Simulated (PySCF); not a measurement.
# Ta⁵²⁺: ionisation energy

Ta⁵²⁺ [Ar] 3d3 (4F) → Ta⁵³⁺ [Ar] 3d2 (3F), as a difference of total energies. All numbers are calculated (PySCF 2.14, scalar relativity by spin-free X2C-1e, in an even-tempered Gaussian basis (17 s from 12 bohr⁻², ratio 2.5; 12 p from 16 bohr⁻², ratio 2.5; 7 d from 16 bohr⁻², ratio 2.5; 4 f from 58 bohr⁻², ratio 2.7; 3 g from 87 bohr⁻², ratio 2.7)). Correlated levels: outer shells: [Ne] frozen; virtual orbitals above 40 to 60 times the deepest correlated orbital energy dropped. The calculations carry no spin-orbit coupling.

```csv
method,ionisation energy (eV)
UHF,4850.6
LDA,4849.2
PBE,4849.4
PBE0,4850.2
r2SCAN,4851.8
TPSS,4847.5
PW91,4850.1
MP2 (outer shells),4850.6
SCS-MP2 (outer shells),4850.3
```

Spin-orbit coupling is strong in these open shells (close to jj coupling). The scalar numbers leave it out and a first-order estimate fails, so it can dominate the gap to the real levels.

Breit and QED terms and the two-electron picture change are absent.

For comparison: 4877 ± 4 eV (theoretical estimate listed by NIST; NIST Atomic Spectra Database, ionization energies).
